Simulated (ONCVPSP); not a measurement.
## Which change was made? (Ge, ONCV)

germanium, optimised norm-conserving Vanderbilt (ONCV), made with ONCVPSP 4.0.1 (LDA (Perdew-Zunger), fully relativistic). Core [Ar] 3d10, reference 4s2 4p2. Waves: 4s: rc 1.60 bohr, ncon 4, nbas 9, qcut 4.6 1/bohr, 2 projectors, debl 3.6 Ha; 4p: rc 1.70 bohr, ncon 4, nbas 8, qcut 5.7 1/bohr, 3 projectors, debl 3.1 Ha. Local part: polynomial inside 1.50 bohr (lpopt 5, dvloc0 0 Ha). Core correction: none.

Open shells are filled in proportion to 2j + 1.

Cutoffs, loose and tight: the cutoffs (Ha) at which the residual kinetic energy of the hardest occupied pseudo-wave falls to 1 and 0.1 mHa per electron. They do not see the model core or the augmentation charge, which bear on the density cutoff. Test errors are all-electron minus pseudo excitation energies from the reference, over the configurations 4s2 4p1; 4s2 4p0; 4s1 4p0; 4s0 4p4; variants that change the core or the reference have their own tests. The largest error is taken over the tests solved by every variant that gives reliable tests at all, those not shown here included: 4s0 4p4; 4s2 4p0; 4s2 4p1.

The base gives: outcome: generated; cutoff, loose: 8.8 Ha; cutoff, tight: 12 Ha; bound ghosts: p3/2, p1/2; GHOST(+) flags above zero: s; largest test error (meV): +54.

(1) After one change the result is: outcome: generated; cutoff, loose: 52 Ha; cutoff, tight: 90 Ha; bound ghosts: p3/2, p1/2; GHOST(+) flags above zero: s; largest test error (meV): +44. Which change was it?
A. s: qcut 3.3
B. s: qcut 6.8
C. s: qcut 2.9

Results:

(1) C. The others give: s: qcut 6.8 → outcome: generated; cutoff, loose: 9.0 Ha; cutoff, tight: 12 Ha; bound ghosts: s, p3/2, p1/2; GHOST(+) flags above zero: none; largest test error (meV): +55 | s: qcut 3.3 → outcome: generated; cutoff, loose: 29 Ha; cutoff, tight: 85 Ha; bound ghosts: p3/2, p1/2; GHOST(+) flags above zero: s; largest test error (meV): +45.
